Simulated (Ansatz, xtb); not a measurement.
# Relaxing a trial structure of GeHOSi

The starting geometry of this gas-phase doublet has its atoms placed at random.

```yaml
atoms:
  - { symbol: Ge, position_ang: [-0.5888, -0.4794, 0.2912] }
  - { symbol: O, position_ang: [-0.5311, 1.0249, -1.2034] }
  - { symbol: Si, position_ang: [1.4581, -0.3731, 0.3540] }
  - { symbol: H, position_ang: [-0.7907, 0.1728, -1.4231] }
```

**Question.** Guess where an optimisation with r2SCAN-D4/def2-SVP ends from this start.

**Answer.** It ends as a structure given below by its coordinates. Distances that change by over a tenth: Ge1–Si3 (2.05 → 2.37 Å). Contacts that open: Ge1–H4 (1.85 → 2.76 Å). Contacts that close: Ge1–O2 (2.12 → 2.08 Å), O2–Si3 (2.89 → 1.84 Å).

The energy falls by 2.85 eV over 11 steps:

```tsv
step	E − E(last) (eV)
1	2.850
2	1.463
3	0.949
4	0.467
5	0.130
7	0.004
8	0.001
9	0.000
10	0.000
11	0.000
```

Final geometry (Å):

```yaml
atoms:
  - { symbol: Ge, position_ang: [-0.9134, -0.5594, 0.7606] }
  - { symbol: O, position_ang: [-0.2833, 0.5737, -0.8659] }
  - { symbol: Si, position_ang: [1.2460, -0.0796, -0.0804] }
  - { symbol: H, position_ang: [-0.5017, 0.4105, -1.7955] }
```

From the same start GFN2-xTB ends elsewhere, differing in O2–Si3 (2.74 against 1.84 Å here).

From so rough a start the end depends on the optimiser's path, so another program may land elsewhere. No frequencies were run, so the end isn't proven a minimum. Open shells are spin-unrestricted. Run with Ansatz 0.2.0, 67 s on 1 thread of Intel(R) Xeon(R) 6975P-C (Granite Rapids) (shared host).
